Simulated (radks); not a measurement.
Species: Ga9+. Configuration: [He] 2s2 2p5 3s2 3p6 3d5 (not the ground configuration).

All-electron calculation, scalar-relativistic Kohn-Sham, BLYP, spin-polarised, spherical densities, finite nucleus; open shells are filled with parallel spins first; Fermi nuclear charge, rms radius 3.9973 fm. Program: a radial shooting solver on a logarithmic mesh with Libxc functionals.

Energy parts (hartree):
part                       energy
total                 -1872.02724
kinetic                1905.16794
electron-nucleus      -4319.46671
Hartree                 609.19846
exchange-correlation    -66.92693

Orbitals (lengths in bohr, moments of r in powers of bohr; <r^-3> diverges for s and p1/2; r(90%) holds 90 % of the orbital's charge):
| orbital | occ. | eigenvalue (hartree) | <r^-3> | r(90%) | <r> | <1/r> |
|---|---|---|---|---|---|---|
| 1s up | 1 | -387.8787 | - | 0.0868 | 0.04859 | 31.31 |
| 1s down | 1 | -387.6982 | - | 0.0868 | 0.04857 | 31.32 |
| 2s up | 1 | -56.86267 | - | 0.333 | 0.2155 | 6.929 |
| 2s down | 1 | -56.35457 | - | 0.333 | 0.2153 | 6.933 |
| 2p up | 3 | -51.14336 | 916.6 | 0.306 | 0.1879 | 6.797 |
| 2p down | 2 | -50.63586 | 918.4 | 0.306 | 0.1878 | 6.802 |
| 3s up | 1 | -13.52058 | - | 0.886 | 0.6008 | 2.387 |
| 3s down | 1 | -13.16621 | - | 0.894 | 0.6058 | 2.360 |
| 3p up | 3 | -11.67751 | 150.9 | 0.909 | 0.6033 | 2.279 |
| 3p down | 3 | -11.31886 | 146.4 | 0.921 | 0.6102 | 2.249 |
| 3d up | 5 | -8.67616 | 19.95 | 0.926 | 0.5825 | 2.105 |
| 3d down | 0 | -8.28571 | 19.13 | 0.950 | 0.5954 | 2.067 |

The highest occupied level is 3d up at -236.09 eV. The electron density at the nucleus is 2.869e+04 e/bohr^3 (large components only). Summed over all electrons, <r^2> = 5.755 bohr^2, which gives a Langevin (diamagnetic) susceptibility term of -4.56 x 10^-6 cm^3/mol. The spin density at the nucleus is -3.490 e/bohr^3 (1s -8.216, 2s -1.113, 3s 5.838). Spin moment in Bohr magnetons: 6. The density falls to 0.001 e/bohr^3 at r = 1.78 bohr.
